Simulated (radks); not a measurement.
Charge is removed step by step from the 3d down level of the terbium ion Tb+, starting from [Ar] 3d(up 5, down 5) 4s2 4p6 4d10 4f9 5s2 5p6 6s1. Method: scalar-relativistic Kohn-Sham, PBE, spin-polarised, spherical densities, point nucleus; open shells are filled with parallel spins first (spin-orbit coupling, left out, can overturn this in heavy ions); computed with a radial shooting solver on a logarithmic mesh with Libxc functionals.

\begin{tabular}{lrrr}
removed (e) & E - E(0) (eV) & eigenvalue (eV) & E minus straight line (eV) \\ \hline
0 & 0.000 & -1231.5 & 0.000 \\
0.125 & 154.12 & -1237.7 & -2.828 \\
0.25 & 309.03 & -1244.1 & -4.868 \\
0.375 & 464.73 & -1250.5 & -6.109 \\
0.5 & 621.25 & -1257.0 & -6.540 \\
0.625 & 778.58 & -1263.6 & -6.154 \\
0.75 & 936.74 & -1270.3 & -4.940 \\
0.875 & 1095.7 & -1277.0 & -2.892 \\
1 & 1255.6 & -1283.8 & 0.000 \\
\end{tabular}

Removing the whole electron costs 1255.6 eV by Delta-SCF, against 1231.5 eV from minus the eigenvalue at the starting occupation. Slater's transition state (half an electron removed) gives 1257.0 eV. Integrating minus the eigenvalue over the occupation (Janak's theorem) gives 1257.2 eV. In this scalar-relativistic scheme the density is built from large components alone, so the theorem holds only approximately. The mean slope of the eigenvalue, de/dn, is 52.3 eV per electron.
